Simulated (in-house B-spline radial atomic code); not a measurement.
Results of a calculation; reference values are marked as such.
# Building a PAW s channel for I, r_c = 1.69 bohr

I, [Kr] 4d10 5s2 5p5, non-relativistic LDA (VWN5), spherical and spin-unpolarised, from a B-spline radial code for spherical atoms (atomic units; all potentials screened as in the neutral atom).

Two all-electron partial waves φ1, φ2 are integrated outwards at E1 = ε(5s) = -0.596339 and E2 = E1 + 2 hartree; φ1 is the bound orbital and φ2 has unit norm inside r_c = 1.6873 bohr. Smooth partners are polynomials, r^1(a0 + a1 r² + a2 r⁴ + a3 r⁶), matched to φ and three derivatives at r_c, with no condition on the norm. The local potential is -13.2397 + (11.3248) r² + (-4.05461) r⁴ + (0.536469) r⁶ inside 1.3815 bohr and the all-electron one outside.

| wave | φ(r_c) | φ'(r_c) | a0 | a1 | a2 | a3 |
| --- | --- | --- | --- | --- | --- | --- |
| 1 | 0.8079085 | 0.1223181 | -0.01591543 | 0.5698191 | -0.1951955 | 0.01969975 |
| 2 | 0.7530933 | -2.583878 | 0.9745764 | 0.5683932 | -0.4078733 | 0.05024946 |

Inside r_c the overlaps are <φi φj> = [[0.32064, 0.54491], [0.54491, 1.00000]] and, for the smooth waves, [[0.31570, 0.60889], [0.60889, 1.43098]]. With χj = (Ej − T − V_local) applied to smooth wave j, the program's quadrature gives the matrix B_ij = <smooth i, χj> as [[0.53634, 1.83686], [1.70890, 6.48257]].

Task: Check the match of the first wave, and find the augmentation charges q_ij.

Result: At r_c the four terms are -0.02685, 2.73725, -2.66951, 0.76702, which sum to 0.8079, φ1(r_c) to rounding. q_ij is the all-electron overlap less the smooth one: [[0.00494, -0.06398], [-0.06398, -0.43098]]. The smooth first wave has a norm of 0.3157 inside r_c against 0.3206, and q11 > 0 puts back the missing charge.

Task: B isn't symmetric. Show that D_ij = B_ij + Ej q_ij is.

Result: Integrating by parts gives B12 − B21 = (E1 − E2) q12: 1.83686 − (1.70890) = 0.12796, and −2 × (-0.06398) = 0.12796. So D12 = 1.83686 + (1.403661)(-0.06398) = 1.74705 and D21 = 1.70890 + (-0.596339)(-0.06398) = 1.74705; D11 = 0.53339, D22 = 5.87762. The projectors, p = (B⁻¹)ᵀ χ, are dual to the smooth waves; det B = 0.34.

Solving (T + V_local + Σ p D p) ψ = E (1 + Σ p q p) ψ in a sphere of 9 bohr gives these levels:

| all-electron | one projector | two projectors |
| --- | --- | --- |
| -0.596338 | -4.127640 | -16.827900 |
| 0.018094 | -0.596338 | -0.596338 |
| 0.317853 | 0.017587 | 0.018081 |
| 0.789313 | 0.315869 | 0.317824 |
| 1.417560 | 0.782251 | 0.789283 |

Task: What does the second projector gain?

Result: With one projector a ghost lies below the reference level, so the set fails. With two a ghost lies below the reference level, so the set fails. The lowest eigenvalue of the overlap operator is 1 with one and 0.05818 with two projectors. The smooth orbital alone needs a cutoff of 11.9 hartree for 1 millihartree of kinetic energy, against 15.7 for a norm-conserving Troullier-Martins orbital of the same radius, which is no gain while the set fails. The first smooth wave changes sign inside r_c, since a0 and φ(r_c) differ in sign; such a node invites a ghost below the level.
